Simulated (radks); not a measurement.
Results of a calculation; reference values are marked as such.
All-electron atom: K VII in [Ne] 3s1 3p2 (not the ground configuration).

Code: a radial shooting solver on a logarithmic mesh with Libxc functionals. Model: scalar-relativistic Kohn-Sham, r2SCAN, spin-polarised, spherical densities, finite nucleus; open shells are filled with parallel spins first; meta-GGA in the generalised Kohn-Sham scheme; Fermi nuclear charge, rms radius 3.4349 fm.

Energy parts (hartree):
total: -589.87289
kinetic: 593.67755
electron-nucleus: -1350.83210
Hartree: 197.90472
exchange-correlation: -30.62306

Orbitals (lengths in bohr, moments of r in powers of bohr; <r^-3> diverges for s and p1/2):
| orbital | occ. | eigenvalue (hartree) | <r^-3> | <1/r> |
|---|---|---|---|---|
| 1s up | 1 | -134.3607 | - | 18.72 |
| 1s down | 1 | -134.3063 | - | 18.72 |
| 2s up | 1 | -17.29400 | - | 3.837 |
| 2s down | 1 | -17.25845 | - | 3.831 |
| 2p up | 3 | -14.54935 | 157.4 | 3.727 |
| 2p down | 3 | -14.48639 | 157.1 | 3.725 |
| 3s up | 1 | -4.81533 | - | 1.266 |
| 3p up | 2 | -4.07996 | 22.97 | 1.186 |

The highest occupied level is 3p up at -111.02 eV. The spin density at the nucleus is 32.33 e/bohr^3 (1s -0.28, 2s 0.98, 3s 31.62). Summed over all electrons, <r^2> = 5.678 bohr^2, which gives a Langevin (diamagnetic) susceptibility term of -4.5 x 10^-6 cm^3/mol. The density falls to 0.001 e/bohr^3 at r = 2.42 bohr.
